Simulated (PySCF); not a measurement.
PySCF 2.14 output of an unrestricted PBE calculation on a single atom or ion in cc-pVDZ-PP with ECP28MDF, with a scalar-relativistic core potential:

```
SCF conv_tol = 1e-09
number electrons alpha = 13  beta = 11
    J. P. Perdew, K. Burke, and M. Ernzerhof.,  Phys. Rev. Lett. 77, 3865 (1996)
    J. P. Perdew, K. Burke, and M. Ernzerhof.,  Phys. Rev. Lett. 78, 1396 (1997)
    J. P. Perdew, K. Burke, and M. Ernzerhof.,  Phys. Rev. Lett. 77, 3865 (1996)
    J. P. Perdew, K. Burke, and M. Ernzerhof.,  Phys. Rev. Lett. 78, 1396 (1997)
cycle= 1 E= -295.274774047855  delta_E= -0.00509  |g|= 0.00992  |ddm|= 0.365
cycle= 2 E= -295.274845104484  delta_E= -7.11e-05  |g|= 0.00498  |ddm|= 0.0901
cycle= 3 E= -295.274859831473  delta_E= -1.47e-05  |g|= 0.000901  |ddm|= 0.026
cycle= 4 E= -295.274860085643  delta_E= -2.54e-07  |g|= 1.09e-05  |ddm|= 0.0018
cycle= 5 E= -295.274860085784  delta_E= -1.41e-10  |g|= 6.93e-07  |ddm|= 8.78e-05
converged SCF energy = -295.274860085784  <S^2> = 2.0012283  2S+1 = 3.0008188
```

The run itself started from symmetry-adapted Hartree-Fock orbitals and held the occupation by maximum overlap, on a logarithmic radial grid, so the iterations belong to that start.

Q: Which element, charge and spin multiplicity is this?

A: I⁺ (iodine, charge +1), multiplicity 3; the state was [Kr] 4d10 5s2 5p4, high-spin 3P determinant.

Energies and moments cover only the electrons outside the core potential.
